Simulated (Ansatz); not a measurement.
```yaml
crystal:
  periodic: [false, false, false]
  atoms:
    - {symbol: C, position_ang: [-1.155923, -0.972297, 2.031740]}
    - {symbol: N, position_ang: [-0.840561, 0.126369, 1.160478]}
    - {symbol: C, position_ang: [-1.447518, 1.364544, 1.565594]}
    - {symbol: Xx, position_ang: [-0.003104, -0.000479, 0.001366]}
    - {symbol: N, position_ang: [0.819649, 1.100310, -0.413772]}
    - {symbol: C, position_ang: [1.145136, 1.369731, -1.787480]}
    - {symbol: C, position_ang: [1.400430, 2.042813, 0.502719]}
    - {symbol: N, position_ang: [0.011657, -1.228248, -0.742553]}
    - {symbol: C, position_ang: [-1.134713, -2.084546, -0.877340]}
    - {symbol: C, position_ang: [1.174058, -1.723547, -1.427453]}
    - {symbol: H, position_ang: [-2.229868, -1.211189, 2.035575]}
    - {symbol: H, position_ang: [-0.608870, -1.864687, 1.729813]}
    - {symbol: H, position_ang: [-0.875359, -0.740957, 3.069039]}
    - {symbol: H, position_ang: [-2.538083, 1.255660, 1.649482]}
    - {symbol: H, position_ang: [-1.246064, 2.143642, 0.831287]}
    - {symbol: H, position_ang: [-1.083510, 1.710959, 2.544337]}
    - {symbol: H, position_ang: [2.222950, 1.280874, -1.989654]}
    - {symbol: H, position_ang: [0.616680, 0.680014, -2.444591]}
    - {symbol: H, position_ang: [0.850116, 2.391454, -2.065429]}
    - {symbol: H, position_ang: [1.192718, 1.749010, 1.530975]}
    - {symbol: H, position_ang: [2.491842, 2.085646, 0.379344]}
    - {symbol: H, position_ang: [1.020344, 3.064309, 0.352655]}
    - {symbol: H, position_ang: [-1.371457, -2.256222, -1.936929]}
    - {symbol: H, position_ang: [-0.977774, -3.072598, -0.419567]}
    - {symbol: H, position_ang: [-2.006546, -1.627012, -0.411129]}
    - {symbol: H, position_ang: [2.033178, -1.084348, -1.227133]}
    - {symbol: H, position_ang: [1.424045, -2.738721, -1.088132]}
    - {symbol: H, position_ang: [1.030045, -1.775882, -2.516940]}
basis:
  gaussian: {orbitals: "6-31G*"}
hamiltonian: {xc: {name: wB97M-V}}
```

```sh
$ ansatz run in.yaml --threads 4 --pin off --events-out ev --progress --plain --max-ram 46080MiB --backend cpu
```

Output, abridged:

```
Error: YAML parse error: error: line 7 column 16: `Xx` is not an element symbol (H … Og, case-exact)
 --> <input>:7:16
5 |     - {symbol: N, position_ang: [-0.840561, 0.126369, 1.160478]}
6 |     - {symbol: C, position_ang: [-1.447518, 1.364544, 1.565594]}
7 |     - {symbol: Xx, position_ang: [-0.003104, -0.000479, 0.001366]}
8 |     - {symbol: N, position_ang: [0.819649, 1.100310, -0.413772]}
9 |     - {symbol: C, position_ang: [1.145136, 1.369731, -1.787480]}
```

(1) Something in this input is off. What?

## Answers

(1) An element symbol is wrong. The input was rejected before any iteration.
